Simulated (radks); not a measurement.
Results of a calculation; reference values are marked as such.
Trend from Sc3+ to Zn3+: ionisation energy by Delta-SCF between NIST ground configurations, and size. Level of theory: non-relativistic Kohn-Sham, PBE, spin-polarised, spherical densities, point nucleus; open shells are filled with parallel spins first (a radial shooting solver on a logarithmic mesh with Libxc functionals).

| species | configuration | configuration of the ion | IE (eV) | NIST (eV) | kind | -e(HOMO) (eV) | outermost | <r> outermost (bohr) |
|---|---|---|---|---|---|---|---|---|
| Sc3+ | [Ar] | [Ne] 3s2 3p5 | 73.477 | 73.489 | exp. | 64.573 (3p) | 3p | 1.13 |
| Ti3+ | [Ar] 3d1 | [Ar] | 43.765 | 43.267 | exp. | 35.367 (3d) | 3d | 1.25 |
| V3+ | [Ar] 3d2 | [Ar] 3d1 | 46.867 | 46.709 | exp. | 38.072 (3d) | 3d | 1.17 |
| Cr3+ | [Ar] 3d3 | [Ar] 3d2 | 49.818 | 49.16 | semi-emp. | 40.637 (3d) | 3d | 1.09 |
| Mn3+ | [Ar] 3d4 | [Ar] 3d3 | 52.644 | 51.2 | semi-emp. | 43.090 (3d) | 3d | 1.03 |
| Fe3+ | [Ar] 3d5 | [Ar] 3d4 | 55.366 | 54.91 | exp. | 45.447 (3d) | 3d | 0.973 |
| Co3+ | [Ar] 3d6 | [Ar] 3d5 | 52.303 | 51.3 | semi-emp. | 42.674 (3d) | 3d | 0.956 |
| Ni3+ | [Ar] 3d7 | [Ar] 3d6 | 55.405 | 54.9 | semi-emp. | 45.375 (3d) | 3d | 0.905 |
| Cu3+ | [Ar] 3d8 | [Ar] 3d7 | 58.371 | 57.38 | semi-emp. | 47.959 (3d) | 3d | 0.860 |
| Zn3+ | [Ar] 3d9 | [Ar] 3d8 | 61.225 | 59.57 | exp. | 50.447 (3d) | 3d | 0.820 |

Reference values: NIST Atomic Spectra Database (exp. = measured, semi-emp. = semi-empirical, theory = theoretical value adopted there). Open shells are spherical and high-spin; term and fine-structure splittings are not resolved.
